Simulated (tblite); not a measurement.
Compound: C4H5FNO (doublet state).
Atom-mapped SMILES: `[NH2:1][C:2](=[O:3])[C:4]1[CH2:5][C@H:6]1[F:7]` (hydrogens: H8, H9 on N1; H10, H11 on C5; H12 on C6)

Cartesian coordinates in Å at the GFN2-xTB level; atoms count from 1:
```
atom  x, y, z in Å
N1     2.064    0.136   -0.117
C2     1.126   -0.646    0.505
O3     1.425   -1.497    1.328
C4    -0.212   -0.412    0.058
C5    -1.596   -0.448    0.517
C6    -1.109    0.629   -0.427
F7    -0.956    1.913    0.037
H8     3.007    0.088    0.234
H9     1.791    0.960   -0.623
H10   -2.288   -1.179    0.120
H11   -1.788   -0.207    1.557
H12   -1.463    0.662   -1.452
```

Method: GFN2-xTB as coded in tblite; computed harmonic values from a numerical Hessian at the method's own geometry, unscaled. Against measured fundamentals such values can be off by several per cent, at times by over 20. One conformer, not necessarily the lowest. Open shells enter through the occupations alone, without spin polarisation, and single modes of such species can be off by tens of per cent.

Harmonic wavenumbers (cm⁻¹): 65.9, 78.7, 159.2, 353.0, 369.8, 389.3, 437.5, 493.7, 575.9, 634.9, 704.6, 797.7, 867.0, 937.5, 1016.8, 1027.3, 1043.1, 1075.9, 1123.9, 1209.2, 1264.3, 1375.2, 1440.9, 1545.2, 1640.5, 3009.2, 3031.0, 3040.1, 3469.2, 3540.2.

A = 4798, B = 1945, C = 1517 MHz; mass 102.036 u (most abundant isotopes); point group C1, symmetry number 1; spin multiplicity 2.

**Question.** Zero-point energy?

**Answer.** Half the sum of the wavenumbers: 18358 cm⁻¹ = 52.49 kcal/mol.

**Question.** Entropy at 200 K, 1 bar (ideal gas, RRHO, classical rotation)?

**Answer.** Translation 37.82, rotation 26.33, vibration 11.21, spin (R ln 2) 1.38: S = 76.7 cal/(mol K).

**Question.** And Cp and H(200 K) − H(0)?

**Answer.** Cp = 20.86 cal/(mol K), of which vibrations give 12.91 (their classical limit is 30 R = 59.6); H(200 K) − H(0) = 2.83 kcal/mol without the zero-point energy, 1.24 from vibrations.

**Question.** Which modes carry the vibrational entropy at 200 K?

**Answer.** 65.9 cm⁻¹: 3.49; 78.7 cm⁻¹: 3.14; 159.2 cm⁻¹: 1.82; 353.0 cm⁻¹: 0.60; 369.8 cm⁻¹: 0.54; 389.3 cm⁻¹: 0.48 cal/(mol K); the other 24 give 1.13 together.

**Question.** Blend soft modes into free rotors: weight 1/[1 + (100 cm⁻¹/ν̃)⁴] for the oscillator and the rest for a rotor with moment μB/(μ + B), μ = h/(8π²ν), B = 10⁻⁴⁴ kg m². What vibrational entropy results?

**Answer.** 10.40 cal/(mol K) in place of 11.21, which changes −T·S at 200 K by +0.16 kcal/mol.

**Question.** What must be added to the electronic energy to get the Gibbs energy at 200 K and 1 bar?

**Answer.** ZPE + [H(200 K) − H(0)] − T·S = 52.49 + 2.83 − 15.35 = 39.97 kcal/mol.

Hindered rotation and anharmonicity are outside this model. Other conformers, if any are populated, would add a mixing term that is left out. The structure is chiral; the term R ln 2 for an equal mix with its mirror image is left out.
